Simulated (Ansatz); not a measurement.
Scan of H2B, doublet: symmetric bend, bond length relaxed. Scanned: H-B-H angle. Other coordinates (B-H bond length) were minimised at PBE0/def2-TZVP.

The free coordinates were minimised at PBE0/def2-TZVP in PySCF; the energy column is Ansatz (a first-principles code) with full CI/def2-SVP, frozen core, in eV.

| a / ° | B-H bond length / Å | E |
|---|---|---|
| 169.77 | 1.175 | 0.361 |
| 158.05 | 1.179 | 0.240 |
| 151.08 | 1.182 | 0.156 |
| 141.44 | 1.186 | 0.057 |
| 131.08 | 1.190 | 0.000 |
| 118.78 | 1.196 | 0.033 |
| 110.41 | 1.200 | 0.133 |
| 98.28 | 1.207 | 0.409 |
| 87.57 | 1.215 | 0.794 |
| 79.42 | 1.221 | 1.184 |
| 69.73 | 1.230 | 1.766 |
| 60 | 1.240 | 2.493 |

The scan ran from 180.0 to 60.0; beyond the range shown the relaxed coordinates jump or full CI changes its symmetry label.
